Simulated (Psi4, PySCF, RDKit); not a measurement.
Relaxed torsion scan: C9H8O2S, SMILES COc1ccc(-c2ccco2)s1. Scanned: dihedral S12–C6–C7–O11; all other coordinates were relaxed at GFN2-xTB. Points at φ and −φ are mirror images. Heavy atoms are numbered in the order of the SMILES COc1ccc(-c2ccco2)s1, hydrogens after them in the order of the atoms that carry them; the mirror image has the same energies with the sign of each dihedral reversed.

- RHF/3-21G = restricted Hartree-Fock/3-21G, density fitting // GFN2-xTB run with PySCF
- MMFF94 // GFN2-xTB (RDKit)
- RKS-BP86/6-31G* = restricted BP86/6-31G*, spherical d, density fitting // GFN2-xTB (PySCF)
- PBE-D3(BJ)/def2-SVP // GFN2-xTB (Psi4)

Energies relative to the lowest point of each profile, in kJ/mol; the last columns give the difference from PBE-D3(BJ):

| φ / ° | RHF/3-21G | MMFF94 | RKS-BP86/6-31G* | PBE-D3(BJ)/def2-SVP | RHF/3-21G − PBE-D3(BJ)/def2-SVP | MMFF94 − PBE-D3(BJ)/def2-SVP | RKS-BP86/6-31G* − PBE-D3(BJ)/def2-SVP |
|---|---|---|---|---|---|---|---|
| -165 | 1.3 | 1.0 | 1.2 | 0.9 | 0.4 | 0.1 | 0.3 |
| -150 | 5.0 | 4.2 | 3.4 | 3.6 | 1.5 | 0.6 | -0.2 |
| -135 | 10.0 | 9.3 | 6.8 | 7.7 | 2.3 | 1.6 | -0.9 |
| -120 | 14.9 | 15.6 | 11.1 | 12.7 | 2.2 | 2.9 | -1.6 |
| -105 | 18.1 | 21.0 | 15.0 | 17.2 | 0.9 | 3.8 | -2.2 |
| -90 | 18.5 | 23.3 | 16.5 | 19.0 | -0.6 | 4.2 | -2.6 |
| -75 | 16.0 | 21.4 | 14.0 | 16.5 | -0.5 | 4.8 | -2.5 |
| -60 | 12.0 | 16.8 | 9.5 | 11.6 | 0.4 | 5.2 | -2.1 |
| -45 | 7.8 | 11.7 | 5.2 | 6.7 | 1.0 | 5.0 | -1.5 |
| -30 | 4.2 | 7.9 | 2.2 | 3.1 | 1.1 | 4.8 | -0.9 |
| -15 | 1.8 | 5.9 | 0.5 | 1.0 | 0.8 | 4.9 | -0.5 |
| 0 | 1.0 | 5.5 | 0.0 | 0.3 | 0.6 | 5.2 | -0.3 |
| 15 | 1.8 | 5.9 | 0.5 | 1.0 | 0.8 | 4.9 | -0.5 |
| 30 | 4.2 | 7.9 | 2.2 | 3.1 | 1.1 | 4.8 | -0.9 |
| 45 | 7.8 | 11.7 | 5.2 | 6.7 | 1.0 | 5.0 | -1.5 |
| 60 | 12.0 | 16.8 | 9.5 | 11.6 | 0.4 | 5.2 | -2.1 |
| 75 | 16.0 | 21.4 | 14.0 | 16.5 | -0.5 | 4.8 | -2.5 |
| 90 | 18.5 | 23.3 | 16.5 | 19.0 | -0.6 | 4.2 | -2.6 |
| 105 | 18.1 | 21.0 | 15.0 | 17.2 | 0.9 | 3.8 | -2.2 |
| 120 | 14.9 | 15.6 | 11.1 | 12.7 | 2.2 | 2.9 | -1.6 |
| 135 | 10.0 | 9.3 | 6.8 | 7.7 | 2.3 | 1.6 | -0.9 |
| 150 | 5.0 | 4.2 | 3.4 | 3.6 | 1.5 | 0.6 | -0.2 |
| 165 | 1.3 | 1.0 | 1.2 | 0.9 | 0.4 | 0.1 | 0.3 |
| 180 | 0.0 | 0.0 | 0.6 | 0.0 | 0.0 | 0.0 | 0.6 |

RHF/3-21G is furthest from PBE-D3(BJ)/def2-SVP at -135 (2.3 kJ/mol, above); its mean absolute difference over the points is 1.0 kJ/mol.

MMFF94 is furthest from PBE-D3(BJ)/def2-SVP at -60 (5.2 kJ/mol, above); its mean absolute difference over the points is 3.4 kJ/mol.

RKS-BP86/6-31G* is furthest from PBE-D3(BJ)/def2-SVP at -90 (-2.6 kJ/mol, below); its mean absolute difference over the points is 1.3 kJ/mol.
